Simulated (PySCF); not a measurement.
**A survey of ³³S NMR shifts**

One averaged value for each set of equivalent atoms, one conformer, gas phase, no relativistic terms. GFN2-xTB structure; PBE0/pcSseg-1 with gauge-including orbitals; PySCF 2.14.0 with density-fitted response routines.

Shieldings were converted by a linear fit to measured shifts: ³³S (scatter 33.3 ppm rms vs sulfate, solution or neat liquid). Occasional misses reach two or three times the rms, and more in compound classes unlike the fitted ones.

(1) Give the ³³S shifts of `O=[S@@]1CCCC=C1F`, `O=[S@@]1CCCC=C1F`.

(2) Match the shifts -36, -197, -252, -319, -388 ppm to `CC(C)S[C@H](C)C(C)C`, `O=S(=O)(O)C1=CC1`, `CC[C@](C)(S)CC(C)C`, `CC[C@H](C)SC(C)(C)C`, `CSCC(C)(C)C(C)C`.

## Answers

(1) 
| compound | environment | δ (ppm) |
| --- | --- | --- |
| O=[S@@]1CCCC=C1F | sulfoxide sulfur | -25 |
| O=[S@@]1CCCC=C1F | sulfoxide sulfur | -25 |

(2) -36: O=S(=O)(O)C1=CC1 (sulfonyl sulfur); -197: CC[C@H](C)SC(C)(C)C (sulfide sulfur); -252: CC(C)S[C@H](C)C(C)C (sulfide sulfur); -319: CC[C@](C)(S)CC(C)C (thiol sulfur); -388: CSCC(C)(C)C(C)C (sulfide sulfur).
